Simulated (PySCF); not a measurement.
## Radial density of S (sulfur, neutral)

B3LYP, [Ne] 3s1 3p4 4s1, high-spin 5P determinant (an excited configuration). Calculation: PySCF 2.14, in aug-cc-pwCVTZ (8s7p5d3f, 75 functions); no relativity, point nucleus.

```
r (bohr)  4πr²ρ (e/bohr)  4πr²(ρα − ρβ)
 0.00210          0.1370         0.0006
 0.00352          0.3706         0.0016
 0.00593          0.9705         0.0041
 0.00997           2.414         0.0101
  0.0168           5.498         0.0228
  0.0282           10.82         0.0442
  0.0474           16.73         0.0662
  0.0798           17.77         0.0743
   0.134           12.94         0.1350
   0.226           14.17         0.3907
   0.380           17.22         0.3565
   0.639           7.519         0.0131
    1.07           2.856         1.4710
    1.81           2.765         1.7034
    3.04          0.7345         0.4243
    5.11          0.2946         0.2777
    8.60        0.008735         0.0087
```

The outer electron is Rydberg-like, and this basis confines it to a smaller radius and binds it less than a complete one would.
